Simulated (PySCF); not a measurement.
Compound: CdMe2, C₂H₆Cd (singlet state).
Geometry (PBE0-D3(BJ)/def2-SVP, Å), atoms numbered from 1 in this order:
```
atom  x, y, z in Å
Cd1    0.0235   -0.0154   -0.0026
C2     0.0061   -0.0331    2.1121
H3    -0.4556    0.8862    2.5053
H4     1.0264   -0.1007    2.5201
H5    -0.5689   -0.8909    2.4947
C6     0.0262    0.0155   -2.1178
H7    -1.0025    0.0012   -2.5109
H8     0.5582   -0.8563   -2.5295
H9     0.5196    0.9240   -2.4972
```

The calculation used PBE0-D3(BJ)/def2-SVP geometry optimisation, gas phase, def2 core potentials past Kr (PySCF 2.14.0).

(1) Which atoms are bound to Cd1, and at what distances?

(2) What is the shape at Cd1?

(3) What are the other bond lengths?

Results:

(1) 2 atoms: C2 2.115 Å, C6 2.115 Å. The nearest atom not counted as bound is H3, at 2.71 Å (others tie with it).

(2) Linear: angle 179.5°.

(3) C2–H3 and 5 like bonds 1.101 Å.

Point group: near D3d, missed by 0.11 Å at most; the miss may be what the optimiser left on a soft mode (D3 holds within 0.08 Å). Charge 0, singlet. No PBE0-D3(BJ)/def2-SVP frequencies stand behind this structure, so it isn't proved a minimum.
